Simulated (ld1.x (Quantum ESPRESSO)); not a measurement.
## Before and after: PAW potential for O

```json
{"Element": "O", "Generator": "ld1.x (Quantum ESPRESSO) 7.5", "Type": "PAW", "Functional": "BP86", "Relativity": "scalar-relativistic", "Frozen core": "[He]", "Valence charge": "6", "Reference configuration": "2s1.5 2p4.5", "Partial waves": "2s (bound): rcut 0.80, rcutus 1.05 bohr; 2s channel at 0.35 Ry: rcut 0.80, rcutus 1.05 bohr; 2p (bound): rcut 0.75, rcutus 0.95 bohr; 2p channel at 0.9 Ry: rcut 0.75, rcutus 0.95 bohr", "Local potential": "all-electron potential smoothed inside 0.70 bohr (lloc = -1)", "Core correction": "Bessel-smoothed model core inside 1.00 bohr", "Augmentation charge": "BESSEL, radius 0.85 bohr"}
```

Change: waves 2s (bound): rcut 0.80, rcutus 1.12 bohr; 2s channel at 0.35 Ry: rcut 0.80, rcutus 1.12 bohr.

Cutoffs: the cutoffs (Ry, on a coarse ladder) from which the occupation-weighted sum of valence levels, in a spherical-Bessel basis at the reference potential, stays within 10 and 1 mRy of its value at 400 Ry; they do not see the model core or the augmentation charge, which bear on the density cutoff. Errors are all-electron minus pseudo energies relative to the spin-unpolarised reference configuration.

**Question.** How do hardness, ghosts and transferability respond?

**Answer.** The potential gets neither clearly harder nor softer (80 Ry and 120 Ry → 80 Ry and 120 Ry); the p channel sets the loose cutoff, while the largest relative change is in s, which becomes harder; of the 7 tests that both files solve, the error grows in 0 and shrinks in 1 by more than 15 % and 0.3 meV (median size 1.1 → 1.0 meV); neither file shows a bound ghost.

| quantity | base | changed |
| --- | --- | --- |
| cutoff, loose | 80 Ry | 80 Ry |
| cutoff, tight | 120 Ry | 120 Ry |
| loose cutoff by channel (10 mRy a level) | s 18 Ry, p 70 Ry | s 21 Ry, p 70 Ry |
| bound ghosts | none | none |
| error for 2s2 2p4, meV [ΔE -7.47 eV] | 0.0 | 0.0 |
| error for 2s2 2p3, meV [ΔE 9.05 eV] | -0.7 | -0.8 |
| error for 2s2 2p2, meV [ΔE 42.72 eV] | -1.9 | -2.0 |
| error for 2s2 2p4.3, meV [ΔE -9.62 eV] | +0.2 | +0.2 |
| error for 2s1 2p4, meV [ΔE 24.29 eV] | -1.1 | -1.0 |
| error for 2s0 2p6, meV [ΔE 22.46 eV] | -1.2 | -1.1 |
| error for 2s2 2p1, meV [ΔE 96.65 eV] | -3.2 | -2.7 |
| lowest overlap eigenvalue by channel | s 0.52, p 0.97 | s 0.52, p 0.97 |
